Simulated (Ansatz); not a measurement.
Basis sets compared for the cluster Be4Se5 (the lowest singlet isomer of a short search). Total charge 0; singlet. Geometry PBE0-D4/def2-SVP. Ansatz on 2 threads of AMD EPYC 7R13 on a shared host and a share (18 GiB) of an NVIDIA H100 80GB HBM3; times are rough, and most runs start from earlier orbitals.

```xyz
9

Be    0.750    0.340   -1.519
Be    1.022    0.816    0.760
Be   -1.153    0.936   -0.287
Be   -0.074   -1.472   -0.015
Se    0.453    2.355   -0.671
Se    2.040   -0.814   -0.206
Se   -0.867    0.428    1.850
Se   -1.177   -0.636   -1.754
Se   -0.995   -1.952    1.842
```

The structure comes from a short search, and lower isomers may exist.

Binding counts from free atoms (Be singlet, Se triplet) in the same basis, without a counterpoise term.

| level | functions | energy (Eh) | HOMO (eV) | LUMO (eV) | binding per atom (eV) | wall time |
| --- | --- | --- | --- | --- | --- | --- |
| PBE-D4/def2-SVP | 196 | -12063.7522 | -5.40 | -3.70 | 3.49 | 5.5 s |
| PBE-D4/def2-TZVP | 316 | -12065.2868 | -5.46 | -3.65 | 3.48 | 13 s |
| BLYP-D4/def2-TZVP | 316 | -12067.3544 | -5.25 | -3.44 | 3.24 | 12 s |
| PBE0-D4/def2-SVP | 196 | -12064.1583 | -6.53 | -3.05 | 3.41 | 14 s |
| PBE0-D4/def2-TZVP | 316 | -12065.6957 | -6.54 | -2.95 | 3.41 | 10 s |

(1) Estimate the rows for PBE-D4/def2-TZVPD, BLYP-D4/def2-TZVPD, PBE0-D4/def2-TZVPD.

Answers

(1) 
| level | functions | energy (Eh) | HOMO (eV) | LUMO (eV) | binding per atom (eV) | wall time |
| --- | --- | --- | --- | --- | --- | --- |
| PBE-D4/def2-TZVPD | 373 | -12065.2890 | -5.48 | -3.67 | 3.47 | 10 s |
| BLYP-D4/def2-TZVPD | 373 | -12067.3568 | -5.28 | -3.46 | 3.24 | 11 s |
| PBE0-D4/def2-TZVPD | 373 | -12065.6976 | -6.56 | -2.97 | 3.41 | 14 s |
